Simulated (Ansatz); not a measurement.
Correlation energies of `C=[C](O)[Al]([F])[F]` by basis set

```
atom   x (Å)   y (Å)   z (Å)
  C1   0.891   1.187   0.141
  C2   0.257   0.042   0.411
  O3   0.490  -0.583   1.604
 Al4  -0.954  -0.648  -0.923
  F5  -1.737  -2.056  -0.595
  F6  -1.222   0.115  -2.348
  H7   1.587   1.637   0.843
  H8   0.718   1.696  -0.799
  H9  -0.029  -1.389   1.664
```

The species carries charge 0 and has multiplicity 1. All single points use the PBE0-D4/def2-TZVP geometry. It is one conformer, not always the lowest. Frozen core, restricted reference, Ansatz. CBS rows extrapolate triple and quadruple zeta; past MP2 they add the triple-zeta difference.

```
     basis     HF (Eh)  MP2 corr.  CCSD corr.    (T)  CCSD(T) total
def2-TZVPP  -593.44207          ?           ?      ?              ?
def2-QZVPP           ?   -1.22396           –      –              –
 CBS(def2)  -593.46987   -1.29471    -1.31068  as TZ     -594.82220
```

(1) Fill in the withheld values. (Best estimate.)

Results:

(1) The calculation gave: def2-TZVPP MP2 corr.: -1.12844; def2-TZVPP CCSD corr.: -1.14441; def2-TZVPP (T): -0.04165; def2-TZVPP CCSD(T) total: -594.62813; def2-QZVPP HF (Eh): -593.46650.
